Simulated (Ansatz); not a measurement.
Relaxing a trial structure of AlH2MgNP+

The starting geometry of this gas-phase singlet was optimised with GFN2-xTB.

```xyz
6

Al    1.2962    0.0771   -0.2605
Mg   -1.4217    1.4908    1.7224
N     1.5874    1.6602    0.5729
P     0.8290    2.6299    1.4733
H    -0.2160   -0.2802    0.1614
H     2.1682   -0.7965   -1.1567
```

Question: Predict what becomes of its bonds when it is optimised with B3LYP/6-31G*.

Answer: A new bond forms, giving a structure with H5 bridging Al1 and Mg2, given below by its coordinates. Contacts that close: Mg2–H5 (2.65 → 2.13 Å).

The energy falls by 0.22 eV over 9 steps:

```csv
step,E − E(last) (eV)
1,0.220
2,0.027
3,0.009
4,0.004
5,0.002
6,0.000
7,0.000
8,0.000
9,0.000
```

Final geometry (Å):

```
atom    x (Å)    y (Å)    z (Å)
  Al   1.2515   0.0885  -0.2359
  Mg  -1.3672   1.2372   1.5516
   N   1.6246   1.6854   0.5709
   P   0.9101   2.7051   1.4845
   H  -0.3108  -0.1193   0.2920
   H   2.1348  -0.8155  -1.1502
```

No frequencies were run, so the end isn't proven a minimum. Run with Ansatz 0.2.0, 79 s on 1 thread of AMD EPYC (Zen 3), on a shared host.
